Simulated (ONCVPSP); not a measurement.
Reading a pseudo-wave (helium (He))

Columns: radius, all-electron u(r) and pseudo u(r) of the 1s shell (level -15.76 eV) of helium in the configuration 1s2; PBE, scalar-relativistic, ONCV scheme, ONCVPSP 4.0.1.

```tsv
r (bohr)	all-electron	pseudo
0.023	0.1055	0.0625
0.045	0.1976	0.1499
0.068	0.2853	0.2682
0.090	0.3614	0.3778
0.113	0.4335	0.4572
0.135	0.4957	0.4964
0.158	0.5543	0.5264
0.180	0.6047	0.5713
0.202	0.6501	0.6368
0.225	0.6924	0.7088
0.248	0.7300	0.7620
0.270	0.7618	0.7889
0.293	0.7911	0.8032
0.315	0.8156	0.8169
0.338	0.8379	0.8363
0.360	0.8563	0.8564
0.383	0.8726	0.8744
0.405	0.8857	0.8876
0.428	0.8970	0.8988
0.450	0.9057	0.9074
0.473	0.9128	0.9144
0.495	0.9178	0.9193
0.518	0.9213	0.9226
0.540	0.9231	0.9244
0.563	0.9236	0.9248
0.585	0.9229	0.9240
```

Task: How many radial nodes do the two functions have?

Result: The all-electron 1s function has n − l − 1 = 0; the pseudo-wave has 0.

Task: Is the pseudo-wave norm-conserving?

Result: Yes: the ONCV scheme keeps the norm inside the radius equal to the all-electron one, which fixes the energy derivative of the logarithmic derivative at the level.
